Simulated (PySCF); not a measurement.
**Working out the ionisation energy of Si⁷⁺**

Si⁷⁺ [He] 2s2 2p3 (4S) → Si⁸⁺ [He] 2s2 2p2 (3P). All numbers are calculated (PySCF 2.14, no relativity, point nucleus, in an even-tempered Gaussian basis (18 s from 0.72 bohr⁻², ratio 2.2; 11 p from 0.94 bohr⁻², ratio 2.2; 6 d from 5.3 bohr⁻², ratio 2.4; 5 f from 8 bohr⁻², ratio 2.4; 5 g from 12 bohr⁻², ratio 2.4)). Frozen: nothing; the 11 highest virtual orbitals dropped. Energies in hartree (1 hartree = 27.21139 eV):

```tsv
part	Si⁷⁺ (lower)	Si⁸⁺ (upper)
UHF	-262.634463	-251.469052
MP2 opposite-spin	-0.145735	-0.145085
MP2 same-spin	-0.043700	-0.024340
```

Task: What does Hartree-Fock give?

Result: (-251.469052) − (-262.634463) = 11.165411 hartree = 303.826 eV.

Task: What do MP2 and SCS-MP2 (6/5 opposite-spin, 1/3 same-spin) give?

Result: The opposite-spin parts differ by 0.018 eV and the same-spin parts by 0.527 eV. MP2: 303.826 + (0.018) + (0.527) = 304.371 eV. SCS-MP2: 303.826 + 1.2 × (0.018) + (0.527)/3 = 304.023 eV.

A first-order spin-orbit estimate adds -0.537 eV to MP2 (all electrons), giving 303.834 eV against 303.59 ± 0.05 eV (semi-empirical (NIST evaluation); NIST Atomic Spectra Database, ionization energies).

What remains against the reference includes basis incompleteness and correlation beyond second order.
